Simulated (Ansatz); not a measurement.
```yaml
crystal:
  periodic: [false, false, false]
  atoms:
    - {symbol: B, position_ang: [-0.480979, -1.378424, 0.500287]}
    - {symbol: B, position_ang: [-0.674702, 0.046611, 1.344988]}
    - {symbol: B, position_ang: [-0.574271, 0.177579, -0.476776]}
    - {symbol: B, position_ang: [1.253818, 0.439542, -0.505524]}
    - {symbol: B, position_ang: [0.403076, 1.167215, 0.727649]}
    - {symbol: B, position_ang: [1.039888, -0.520770, 1.034301]}
    - {symbol: B, position_ang: [0.692040, -1.126839, -0.661538]}
    - {symbol: H, position_ang: [-1.104350, -2.424065, 0.685975]}
    - {symbol: H, position_ang: [-1.463706, 0.240228, 2.271720]}
    - {symbol: N, position_ang: [-1.638996, 0.647723, -1.482215]}
    - {symbol: H, position_ang: [-1.865953, 1.630024, -1.285407]}
    - {symbol: H, position_ang: [-1.223072, 0.654803, -2.421448]}
    - {symbol: H, position_ang: [2.123967, 0.968757, -1.202202]}
    - {symbol: H, position_ang: [0.530837, 2.332796, 1.112076]}
    - {symbol: H, position_ang: [1.893971, -0.897091, 1.839686]}
    - {symbol: H, position_ang: [1.088433, -1.958099, -1.481541]}
basis:
  gaussian: {orbitals: def2-mTZVPP}
total_charge: -1
magnetization: {spin_polarized: false, initial_magnetization: 1}
hamiltonian: {xc: {name: wB97X}}
scf: {lower_state_search: off}
output: {forces: true}
```

```sh
$ ansatz run in.yaml --threads 4 --pin off --events-out ev --progress --plain --max-ram 4787MiB
```

It prints (some lines left out):

```
Functional definition: wB97X
1817 factors; integrals over basis functions are off by at most 1.2e-3 eV
413 factors; integrals over basis functions are off by at most 6.2e-6 eV
mean field evaluation 1: about -6351.0706 eV, gradient 4.0e1 eV
mean field evaluation 2: about -6351.2975 eV, gradient 4.0e1 eV
mean field evaluation 4: about -6356.3712 eV, gradient 6.5e0 eV
mean field evaluation 8: about -6356.5131 eV, gradient 6.6e-1 eV
mean field evaluation 16: about -6356.5177 eV, gradient 1.4e-2 eV
mean field evaluation 32: about -6356.5177 eV, gradient 2.3e-4 eV
mean field -6356.51769827 eV, -233.5977168089 hartree, gradient 4.8e-6 eV, S^2 0.750000; 0 other end points of the search recorded, 0 dependent functions left out
reference -6356.51764521 eV, -233.5977148592 hartree; 26, 25 occupied and 171, 172 virtual orbitals, 1817 factors
Total energy: -6356.51764521 eV, -233.5977148592 hartree
Atom 0 at    -0.480979    -1.378424     0.500287 Å, force    -0.398918    -1.054803    -0.215738 eV/Å
Atom 1 at    -0.674702     0.046611     1.344988 Å, force     0.114680     0.814430     0.425777 eV/Å
Atom 2 at    -0.574271     0.177579    -0.476776 Å, force    -1.515628     0.116975    -1.147080 eV/Å
Atom 3 at     1.253818     0.439542    -0.505524 Å, force     1.017204    -0.220755    -1.101125 eV/Å
Atom 4 at     0.403076     1.167215     0.727649 Å, force    -0.569698     0.498926     1.216352 eV/Å
Atom 5 at     1.039888    -0.520770     1.034301 Å, force     0.271087    -0.126397     0.450552 eV/Å
Atom 6 at     0.692040    -1.126839    -0.661538 Å, force     0.116094    -0.029040    -0.182557 eV/Å
Atom 7 at    -1.104350    -2.424065     0.685975 Å, force     0.398869     0.636674    -0.115866 eV/Å
Atom 8 at    -1.463706     0.240228     2.271720 Å, force     0.443485    -0.074794    -0.587937 eV/Å
Atom 9 at    -1.638996     0.647723    -1.482215 Å, force     2.180651     0.563018     0.771012 eV/Å
Atom 10 at    -1.865953     1.630024    -1.285407 Å, force    -0.222790    -0.613357     0.004943 eV/Å
Atom 11 at    -1.223072     0.654803    -2.421448 Å, force    -0.445430    -0.290284     0.389428 eV/Å
Atom 12 at     2.123967     0.968757    -1.202202 Å, force    -0.578966    -0.324806     0.404330 eV/Å
Atom 13 at     0.530837     2.332796     1.112076 Å, force    -0.123893    -0.700140    -0.270643 eV/Å
Atom 14 at     1.893971    -0.897091     1.839686 Å, force    -0.457532     0.300904    -0.514326 eV/Å
Atom 15 at     1.088433    -1.958099    -1.481541 Å, force    -0.229215     0.503450     0.472879 eV/Å
Dipole moment:    -0.281417     0.407739    -0.505332 e Å
Checks for a lower state left out: stability, starts, cluster_reference, orbital_swaps, neighbouring_geometries, increment
```

It took 19 s on 4 threads of Intel Xeon on a shared host.

The highest occupied level of an anion often lies above zero with these methods, and sets without diffuse functions describe the outer electron poorly.

With spin_polarized false and unpaired electrons the run is restricted open-shell.

The dipole of an ion depends on the origin.
